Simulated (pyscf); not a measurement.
Structures and frequencies: ωB97X-D3(BJ)/def2-SVP in PySCF.

Q: What is the homolytic dissociation enthalpy (298 K, ωB97M-D3(BJ)/def2-TZVP) of the Br–Ta bond of O=Ta(OH)(OH)–Br (SMILES [O]=[Ta]([OH])([OH])[Br]), to [O=Ta(OH)–OH]• + Br•?

A: Br–Ta to [O=Ta(OH)–OH]• + Br•: 416.3 kJ/mol. The 7 functionals that were run give +403.3 (M06-2X) to +464.4 kJ/mol (ωB97X-D3(BJ)/def2-TZVP). The radicals are drawn with the spin at the cut bond; how far it spreads was not checked. Other isomers of [O=Ta(OH)–OH]• were not searched in full and may lie lower. Left out: the spin-orbit lowering of Br, which is large for Br, Se, Te and I. Open-shell species with a d-block atom are single-reference here; other states, and whether the spin sits on metal or ligand, were not checked. Elements up to Kr have no core potential and no relativistic terms here. Elements past Kr carry the def2 core potentials, without spin-orbit coupling.
